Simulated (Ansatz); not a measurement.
`ClC(Cl)(Br)Br` and `FC(Cl)(Br)Br` differ in one atom or group.

Ansatz, PBE0-D4/def2-TZVP geometries, multiplicity 1. 

Scalar relativity is left out up to krypton.

| property | `ClC(Cl)(Br)Br` |
| --- | --- |
| HOMO energy (ωB97M-V/def2-TZVPP) / eV | -10.58 |
| HOMO–LUMO gap (ωB97M-V/def2-TZVPP) / eV | 10.61 |
| zero-point energy (PBE0-D4/def2-TZVP) / kJ/mol | 22.1 |
| ideal-gas entropy at 298 K and 1 bar (rigid rotor, harmonic PBE0-D4/def2-TZVP) / J/(mol·K) | 348 |
| LUMO energy (B3LYP/def2-TZVPP) / eV | -2.38 |
| HOMO–LUMO gap (B3LYP/def2-TZVPP) / eV | 5.71 |

Q: Give the same properties after the change, and the shifts. (An estimate is asked.)

A: Computed: 
```tsv
property	`FC(Cl)(Br)Br`	shift
HOMO energy (ωB97M-V/def2-TZVPP) / eV	-10.67	-0.09
HOMO–LUMO gap (ωB97M-V/def2-TZVPP) / eV	10.86	0.25
zero-point energy (PBE0-D4/def2-TZVP) / kJ/mol	26.6	4.5
ideal-gas entropy at 298 K and 1 bar (rigid rotor, harmonic PBE0-D4/def2-TZVP) / J/(mol·K)	342	-6
LUMO energy (B3LYP/def2-TZVPP) / eV	-2.21	0.17
HOMO–LUMO gap (B3LYP/def2-TZVPP) / eV	5.96	0.25
```

With PBE0 the HOMO falls by 0.09 eV and the LUMO rises by 0.18 eV, so the gap widens by about 0.27 eV. PBE moves the HOMO by -0.08 eV and ωB97M-V by -0.09 eV.

B3LYP here is the variant with VWN-RPA as its local correlation; programs differ in this.

Spin–orbit coupling is left out; it splits and shifts lone-pair levels of the heavy atoms by tenths of an eV.
